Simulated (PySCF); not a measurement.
Cl2Sn, charge -1, doublet, at a GFN2-xTB geometry (such geometries of metal compounds can be far from the true shape) (a state made from the parent by changing its charge; the spin is typed, not shown lowest) (core potentials on Sn); DF-WB97X-V/def2-SVP (PySCF).

The PySCF input:
```python
from pyscf import gto, scf, dft

mol = gto.Mole()
mol.atom = '''
    Sn    0.01076359   -0.01024665    0.63912643
    Cl    1.23230621    1.55893049   -0.93616015
    Cl   -1.26396382   -1.52879329   -0.94362347
'''
mol.basis = 'def2-svp'
mol.ecp = {'Sn': 'def2-svp'}
mol.charge = -1
mol.spin = 1
mol.verbose = 4
mol.build()

mf = dft.UKS(mol)
mf.xc = 'wb97x_v'
mf = mf.density_fit(auxbasis='def2-universal-jkfit')
mf.kernel()
```

Task: Predict the main parts of the log of this PySCF run.

Result: 
```
PySCF version 2.14.0

[INPUT] verbose = 4
[INPUT] num. atoms = 3
[INPUT] num. electrons = 57
[INPUT] charge = -1
[INPUT] spin (= nelec alpha-beta = 2S) = 1
[INPUT] symmetry False subgroup None
[INPUT] Mole.unit = angstrom
[INPUT] Symbol           X                Y                Z      unit          X                Y                Z       unit  Magmom
[INPUT]  1 Sn     0.010763590000  -0.010246650000   0.639126430000 AA    0.020340237217  -0.019363362194   1.207773911671 Bohr   0.0
[INPUT]  2 Cl     1.232306210000   1.558930490000  -0.936160150000 AA    2.328721238501   2.945951673334  -1.769086292232 Bohr   0.0
[INPUT]  3 Cl    -1.263963820000  -1.528793290000  -0.943623470000 AA   -2.388545451159  -2.889000619173  -1.783189923012 Bohr   0.0

nuclear repulsion = 194.541452352876
number of shells = 26
number of NR pGTOs = 133
number of NR cGTOs = 62
basis = def2-svp
ecp = {'Sn': 'def2-svp'}

******** <class 'pyscf.df.df_jk.DFUKS'> ********
method = DFUKS
initial guess = minao
damping factor = 0
level_shift factor = 0
DIIS = <class 'pyscf.scf.diis.CDIIS'>
diis_start_cycle = 1
diis_space = 8
diis_damp = 0
SCF conv_tol = 1e-09
SCF conv_tol_grad = None
SCF max_cycles = 50
direct_scf = False
number electrons alpha = 29  beta = 28
XC library pyscf.dft.libxc version 7.1.2
    S. Lehtola, C. Steigemann, M. J. T. Oliveira, and M. A. L. Marques,  SoftwareX 7, 1–5 (2018)
XC functionals = wb97x_v
    N. Mardirossian and M. Head-Gordon,  Phys. Chem. Chem. Phys. 16, 9904–9924 (2014)
radial grids:
    Treutler-Ahlrichs [JCP 102, 346 (1995); DOI:10.1063/1.469408] (M4) radial grids

becke partition: Becke, JCP 88, 2547 (1988); DOI:10.1063/1.454033
pruning grids: <function nwchem_prune>
grids dens level: 3
symmetrized grids: False
atomic radii adjust function: <function treutler_atomic_radii_adjust>
** Following is NLC and NLC Grids **
NLC functional = wb97x_v
radial grids:
    Treutler-Ahlrichs [JCP 102, 346 (1995); DOI:10.1063/1.469408] (M4) radial grids

becke partition: Becke, JCP 88, 2547 (1988); DOI:10.1063/1.454033
pruning grids: <function nwchem_prune>
grids dens level: 3
symmetrized grids: False
atomic radii adjust function: <function treutler_atomic_radii_adjust>
small_rho_cutoff = 0
Set gradient conv threshold to 3.16228e-05
tot grids = 59720
tot grids = 59720
******** <class 'pyscf.df.df.DF'> ********
auxbasis = def2-universal-jkfit
Create RSH-DF object <pyscf.df.df.DF object> for omega=0.3
******** <class 'pyscf.df.df.DF'> ********
auxbasis = auxmol.basis = def2-universal-jkfit
init E= -1111.3764080342

cycle= 1 E= -1133.23649388867  delta_E= -21.9  |g|= 1.54  |ddm|= 4.66
cycle= 2 E= -1133.89995043421  delta_E= -0.663  |g|= 1.13  |ddm|= 3.67
cycle= 3 E= -1134.39773741743  delta_E= -0.498  |g|= 0.0525  |ddm|=  1.3
cycle= 4 E= -1134.40039500038  delta_E= -0.00266  |g|= 0.0132  |ddm|= 0.119
cycle= 5 E= -1134.40070297031  delta_E= -0.000308  |g|= 0.00392  |ddm|= 0.0311
cycle= 6 E= -1134.40075105867  delta_E= -4.81e-05  |g|= 0.0014  |ddm|= 0.0137
cycle= 7 E= -1134.4007561476  delta_E= -5.09e-06  |g|= 0.000434  |ddm|= 0.0047
cycle= 8 E= -1134.40075661559  delta_E= -4.68e-07  |g|= 9.45e-05  |ddm|= 0.0016
cycle= 9 E= -1134.40075663648  delta_E= -2.09e-08  |g|= 4.02e-05  |ddm|= 0.000395
cycle= 10 E= -1134.40075663981  delta_E= -3.33e-09  |g|= 1.39e-05  |ddm|= 0.000161
cycle= 11 E= -1134.40075664063  delta_E= -8.21e-10  |g|= 5.2e-06  |ddm|= 8.84e-05
Extra cycle  E= -1134.40075664072  delta_E= -8.55e-11  |g|= 3.2e-06  |ddm|= 1.8e-05
converged SCF energy = -1134.40075664072  <S^2> = 0.7536157  2S+1 = 2.0036124
```
